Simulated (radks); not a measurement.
Excited configurations of Cd II: one electron is placed in a higher orbital outside [Kr] 4d10. The ground configuration is [Kr] 4d10 5s1. Calculated with a radial shooting solver on a logarithmic mesh with Libxc functionals: Dirac Kohn-Sham, PBE, spin-unpolarised, spherical densities, point nucleus; open shells fill j = l - 1/2 first. Excitation = E - E(ground); binding = E(ion) - E, where the ion is the core of charge +2; n* = 2/sqrt(2 binding) in atomic units, and the quantum defect is n - n*.

outer orbital,excitation (eV),binding (eV),eigenvalue (eV),<r> (bohr)
4f5/2,13.629,3.498,-2.486,8.686
5p1/2,5.533,11.594,-8.355,3.310
5d3/2,11.304,5.823,-4.163,5.704
6s1/2,10.229,6.898,-5.430,6.139
6p1/2,11.661,5.466,-4.253,7.315
6d3/2,13.642,3.485,-2.665,10.74
6f5/2,15.440,1.687,-1.323,22.24
7s1/2,13.271,3.856,-3.075,10.97

The Delta-SCF ionisation energy is 17.127 eV (NIST Atomic Spectra Database: 16.908 eV, measured). Self-interaction in the functional shifts the binding energies and quantum defects, so they are the method's values and not measured ones. Spin polarisation and multiplet splitting are left out, so open shells lie too high by an amount that depends on their filling.

Beside tabulated values, note that spin-unpolarised runs miss the spin-polarisation part of the exchange energy of open shells.
